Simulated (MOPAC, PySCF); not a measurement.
CHF3Se, SMILES `FC(F)(F)[SeH]`, neutral singlet in the gas phase. 

Cartesian coordinates (Å):
SMILES: FC(F)(F)[SeH]
```xyz
6

F     -0.7272    -0.9917    -0.8194
C     -0.4830     0.0524    -0.0159
F     -1.3522     1.0262    -0.3207
F     -0.7285    -0.3481     1.2390
Se     1.3432     0.7713    -0.2398
H      1.9477    -0.5102     0.1568
```
Charge 0, spin multiplicity 1.

All levels are single points at this geometry (B3LYP-D3(BJ)/def2-TZVP); Pople sets use spherical d functions. Orbital energies aren't observables, and empty levels follow the basis.

| level | HOMO (eV) | LUMO (eV) | gap (eV) | dipole (D) | vertical IE, Delta-SCF (eV) |
|---|---|---|---|---|---|
| ωB97X-D3(BJ)/def2-TZVP in PySCF | -10.13 | 1.23 | 11.36 | 1.47 | 10.31 |
| B3LYP/3-21G in PySCF | -7.09 | -0.58 | 6.50 | 1.35 | – |
| B3LYP/6-311+G** (LANL2DZ on Se) in PySCF | -7.54 | -1.16 | 6.37 | 1.80 | – |
| B3LYP/6-31G* in PySCF | -7.17 | -0.91 | 6.26 | 1.19 | 10.04 |
| BP86/6-31G* in PySCF | -6.22 | -1.63 | 4.59 | 1.01 | – |
| M06-2X/6-31G* in PySCF | -8.76 | 0.12 | 8.88 | 1.35 | – |
| PBE/6-31G* in PySCF | -6.11 | -1.51 | 4.59 | 1.00 | 9.79 |
| HF/3-21G in PySCF | -10.62 | 2.99 | 13.61 | 2.06 | – |
| HF/6-31G* in PySCF | -10.43 | 2.76 | 13.20 | 1.67 | 9.27 |
| HF/STO-3G in PySCF | -8.12 | 8.23 | 16.35 | 1.16 | – |
| PM3 in MOPAC | -10.49 | -2.56 | 7.93 | 1.53 | – |
| PM6 in MOPAC | -9.57 | -1.27 | 8.30 | 2.18 | – |
| PM7 in MOPAC | -9.00 | -1.29 | 7.70 | 3.17 | – |
